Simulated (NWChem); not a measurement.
C$_{2}$H$_{5}$FSi$_{2}$; SMILES [SiH2]1C=C[Si@@H]1F

```xyz
10

F      0.3882    -2.1465     0.5451
Si     0.0068    -0.8771    -0.4075
C     -1.4922     0.1239     0.1017
C     -0.9993     1.3822     0.2335
Si     0.8812     1.2428     0.0313
H     -0.0423    -1.4289    -1.7939
H     -2.5559    -0.1233     0.2161
H     -1.6364     2.2549     0.4330
H      1.5042     2.0951    -1.0294
H      1.6371     1.4440     1.3055
```
Atoms are numbered in this order, from 1.

Level: PBE0/def2-SVP (NWChem), optimised geometry, unscaled harmonic frequencies. 

Problem. List the harmonic frequencies with IR intensities, and the thermochemistry.

Solution. 
```csv
frequency (cm⁻¹),IR intensity (km/mol)
125,1.7
189,4.0
300,6.2
403,4.7
451,1.9
515,11.4
590,5.2
659,46.7
693,0.7
746,63.0
773,119.2
791,88.4
842,16.5
905,227.8
948,100.1
1032,0.0
1061,3.8
1280,25.5
1565,1.2
2218,117.6
2229,70.3
2236,153.4
3153,4.8
3176,10.3
```

```json
{
 "zero_point_energy": "38.4 kcal/mol",
 "thermal correction to the enthalpy at 298.15 K (with zero-point energy)": "42.9 kcal/mol",
 "heat capacity Cv": "22.8 cal/(mol K)",
 "entropy at 298.15 K and 1 atm (symmetry number 1)": "78.3 cal/(mol K)",
 "dipole_moment": "1.73 D"
}
```

Rigid rotor and harmonic oscillator.
